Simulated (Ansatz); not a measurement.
Relaxation of CH$_{6}$BFO$_{2}$Si (12 atoms, charge 0, multiplicity 1), to a largest force component of 0.02 eV/Å in at most 40 steps.

These are results of RKS PBE0/STO-3G (Ansatz), not measurements.

```xyz
12
Properties=species:S:1:pos:R:3
C -1.009 0.942 -1.127
B 0.128 1.173 -0.103
O 1.245 0.267 -0.127
Si 1.007 -0.940 1.055
O -0.333 -1.971 0.478
F 2.316 -1.867 1.309
H -1.982 0.849 -0.582
H -0.829 0.114 -1.781
H -1.129 1.905 -1.740
H 0.126 2.104 0.655
H 0.531 -0.338 2.360
H 0.004 -2.295 -0.361
```

Question: Where does it end, and by what steps?

Answer: The forces met the threshold. The force dipped under the threshold on the way, but the program's further checks kept it going. Limits of this set-up: minimal basis. After 20 steps the energy has fallen by 1.286 eV; O5 moved furthest, 1.25 Å.

```csv
step,energy less start (eV),largest force component (eV/Å),accepted
0,0.0000,3.867,yes
1,-0.5797,1.446,yes
2,-0.7815,0.915,yes
3,-0.9295,1.185,yes
4,-1.0599,0.804,yes
5,-1.1850,0.549,yes
6,-1.2524,0.196,yes
7,-1.2526,0.417,yes
8,-1.2752,0.367,yes
9,-1.2812,0.288,yes
10,-1.2825,0.271,yes
11,-1.2840,0.092,yes
12,-1.2847,0.013,yes
13,-1.2849,0.044,yes
14,-1.2851,0.048,yes
15,-1.2853,0.042,yes
16,-1.2854,0.046,yes
17,-1.2856,0.037,yes
18,-1.2857,0.034,yes
19,-1.2858,0.024,yes
20,-1.2858,0.014,yes
```

```xyz
12
Properties=species:S:1:pos:R:3
C -0.974 1.459 -1.445
B -0.325 0.845 -0.141
O 0.279 -0.348 -0.199
Si 0.993 -1.095 1.166
O 0.219 -2.569 1.432
F 2.539 -1.321 0.717
H -2.044 1.647 -1.289
H -0.867 0.820 -2.329
H -0.522 2.434 -1.674
H -0.382 1.452 0.871
H 0.867 -0.306 2.371
H 0.293 -3.074 0.555
```

Run time: 85 s on 1 CPU thread of a shared host.
